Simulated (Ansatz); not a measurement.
Consider the formal exchange of groups at the Si–B bond: `NB([SiH3])CF` + `[OH][GeH3]` → `[OH][GeH2][SiH3]` + `NBCF`.

Computed with Ansatz on PBE0-D4/def2-TZVP structures; ΔE is electronic, products minus reactants. CBS: MP2 limit from def2 TZ/QZ plus the TZ coupled-cluster correction, frozen cores. Functionals use def2-TZVPP. For Ge outer-core shells are correlated without core-valence functions, which leaves a few kJ/mol of doubt a bond. Scalar relativity is left out up to krypton. Each species was taken in one conformer, which may not be the lowest.

`NB([SiH3])CF`:

Z-matrix (Å, degrees):
```
Si
B 1 2.024
H 1 1.491 2 111.6
H 1 1.491 2 111.6 3 -119.6
H 1 1.492 2 111.1 3 120.2
C 2 1.577 1 121.5 3 59.9
N 2 1.384 1 120.8 3 -120.1
F 6 1.399 2 112.3 1 180.0
H 6 1.097 2 111.4 1 59.4
H 6 1.097 2 111.4 1 -59.5
H 7 1.005 2 124.4 1 0.0
H 7 1.009 2 121.1 1 180.0
```

`[OH][GeH3]`:

Cartesian coordinates in Å:
```
O 0.947 0.891 0.438
Ge -0.285 -0.174 -0.286
H 1.181 0.632 1.331
H -0.511 0.404 -1.685
H -1.575 -0.134 0.556
H 0.245 -1.620 -0.353
```

`[OH][GeH2][SiH3]`:

Z-matrix (Å, degrees):
```
Ge
Si 1 2.389
O 1 1.791 2 109.9
H 1 1.536 2 113.0 3 115.2
H 1 1.546 2 111.3 3 -121.0
H 2 1.488 1 110.2 3 177.8
H 2 1.488 1 109.3 3 58.3
H 2 1.486 1 110.4 3 -61.5
H 3 0.960 1 112.4 2 -65.1
```

`NBCF`:

Z-matrix (Å, degrees):
```
C
B 1 1.572
F 1 1.398 2 112.4
H 1 1.097 2 111.3 3 120.7
H 1 1.097 2 111.3 3 -120.7
N 2 1.382 1 119.5 3 0.0
H 2 1.199 1 120.1 3 180.0
H 6 1.004 2 124.1 1 180.0
H 6 1.008 2 121.3 1 -0.0
```

```
       level  ΔE (kJ/mol)
     ωB97X-V        -27.6
     ωB97M-V        -29.4
      r2SCAN        -30.0
HF/CBS(def2)        -32.0
```

(1) What does CCSD(T)/CBS give? (Estimate.)

Largest T1 diagnostic among the species: 0.013.

Answers

(1) Computed: -29.4 kJ/mol. The listed levels differ from it by 1.8, 0.0, -0.6, -2.6 kJ/mol.

In def2-TZVPP, CCSD(T) changes the Hartree–Fock value by +4.8 kJ/mol (the triples alone add +1.1 kJ/mol) and MP2 by +3.7 kJ/mol.
